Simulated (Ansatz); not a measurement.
Geometry optimisation, RKS PBE0/def2-SVPD in Ansatz.

input.yaml

```yaml
crystal:
  periodic: [false, false, false]
  atoms:
    - { symbol: O, position_ang: [0.40596, -0.21184, 1.6915] }
    - { symbol: Te, position_ang: [-0.98458, 0.45014, 0.59772] }
    - { symbol: O, position_ang: [-0.12058, 0.06385, -1.30213] }
    - { symbol: H, position_ang: [0.69919, -0.30215, -0.98709] }
total_charge: -1
basis:
  gaussian: { orbitals: def2-SVPD }
hamiltonian:
  xc: pbe0
relax:
  f_tol: 0.02
  max_steps: 40
```

Command:

```bash
$ ansatz run input.yaml --threads 1 --pin off --max-ram 2048MiB --backend cpu --events-out ev --progress --plain --runs-dir out
```

Q: Where does it end, and by what steps?

A: The run converged. The force dipped under the threshold on the way, but the program's further checks kept it going. Limits of this set-up: the dipole of an ion depends on the origin. After 22 steps the energy has fallen by 0.074 eV; H4 moved furthest, 0.51 Å.

```json
{"step": "0", "energy less start (eV)": "0.0000", "largest force component (eV/Å)": "0.831", "accepted": "yes"}
{"step": "1", "energy less start (eV)": "-0.0143", "largest force component (eV/Å)": "0.170", "accepted": "yes"}
{"step": "2", "energy less start (eV)": "-0.0157", "largest force component (eV/Å)": "0.101", "accepted": "yes"}
{"step": "3", "energy less start (eV)": "-0.0162", "largest force component (eV/Å)": "0.007", "accepted": "yes"}
{"step": "4", "energy less start (eV)": "-0.0162", "largest force component (eV/Å)": "0.003", "accepted": "yes"}
{"step": "5", "energy less start (eV)": "-0.0162", "largest force component (eV/Å)": "0.014", "accepted": "yes"}
{"step": "6", "energy less start (eV)": "-0.0143", "largest force component (eV/Å)": "0.401", "accepted": "no"}
{"step": "7", "energy less start (eV)": "-0.0163", "largest force component (eV/Å)": "0.032", "accepted": "yes"}
{"step": "8", "energy less start (eV)": "-0.0164", "largest force component (eV/Å)": "0.065", "accepted": "yes"}
{"step": "9", "energy less start (eV)": "0.0396", "largest force component (eV/Å)": "1.979", "accepted": "no"}
{"step": "10", "energy less start (eV)": "-0.0190", "largest force component (eV/Å)": "0.221", "accepted": "yes"}
{"step": "11", "energy less start (eV)": "-0.0160", "largest force component (eV/Å)": "0.894", "accepted": "no"}
{"step": "12", "energy less start (eV)": "-0.0222", "largest force component (eV/Å)": "0.172", "accepted": "yes"}
{"step": "13", "energy less start (eV)": "-0.0257", "largest force component (eV/Å)": "0.241", "accepted": "yes"}
{"step": "14", "energy less start (eV)": "-0.0327", "largest force component (eV/Å)": "0.294", "accepted": "yes"}
{"step": "15", "energy less start (eV)": "-0.0421", "largest force component (eV/Å)": "0.684", "accepted": "yes"}
{"step": "16", "energy less start (eV)": "-0.0642", "largest force component (eV/Å)": "0.302", "accepted": "yes"}
{"step": "17", "energy less start (eV)": "-0.0567", "largest force component (eV/Å)": "0.620", "accepted": "no"}
{"step": "18", "energy less start (eV)": "-0.0697", "largest force component (eV/Å)": "0.181", "accepted": "yes"}
{"step": "19", "energy less start (eV)": "-0.0729", "largest force component (eV/Å)": "0.138", "accepted": "yes"}
{"step": "20", "energy less start (eV)": "-0.0732", "largest force component (eV/Å)": "0.093", "accepted": "yes"}
{"step": "21", "energy less start (eV)": "-0.0739", "largest force component (eV/Å)": "0.027", "accepted": "yes"}
{"step": "22", "energy less start (eV)": "-0.0741", "largest force component (eV/Å)": "0.010", "accepted": "yes"}
```

```xyz
4
Properties=species:S:1:pos:R:3
O 0.194 -0.335 1.947
Te -0.763 0.589 0.597
O -0.153 -0.308 -1.188
H 0.722 0.053 -1.356
```

Time of the run: 79 s on 1 thread of Arm Neoverse V2 (shared host), peak memory 0.18 GiB.
